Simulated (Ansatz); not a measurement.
Reaction (substitution at a C–In bond): `C[CH2][In]([NH2])[Cl]` + `S[SiH2]Cl` → `CCS[SiH2]Cl` + `[NH2][InH][Cl]`

Program: Ansatz. Geometries: PBE0-D4/def2-TZVP. ΔE: electronic, gas phase. CBS: MP2 limit from def2 TZ/QZ plus the TZ coupled-cluster correction, frozen cores. DFT in def2-TZVPP. B3LYP here is the variant with VWN-RPA as its local correlation; programs differ in this. def2 core potentials past Kr. For In outer-core shells are correlated without core-valence functions, which leaves a few kJ/mol of doubt a bond. Each species was taken in one conformer, which may not be the lowest.

| level | ΔE (kJ/mol) |
| --- | --- |
| PBE-D4 | 20.1 |
| PBE0-D4 | 18.7 |
| B2PLYP | 26.4 |
| r2SCAN | 21.8 |
| B3LYP | 25.9 |
| SCS-MP2/def2-TZVPP | 28.4 |
| CCSD/def2-TZVPP | 27.6 |
| HF/CBS(def2) | 17.8 |

Question: What does CCSD(T)/CBS give? (Best estimate.)

Answer: Computed: +27.9 kJ/mol. The listed levels differ from it by -7.8, -9.2, -1.5, -6.1, -2.0, 0.5, -0.3, -10.1 kJ/mol.

Largest T1 diagnostic among the species: 0.014.

In def2-TZVPP, CCSD(T) changes the Hartree–Fock value by +9.7 kJ/mol (the triples alone add −0.2 kJ/mol) and MP2 by +12.8 kJ/mol. The D4 term adds −5.8 kJ/mol with B3LYP and −3.1 kJ/mol with PBE0; it sums over pairs of atoms, weighted by their polarisabilities, and B3LYP, whose exchange is more repulsive, gets the larger term.
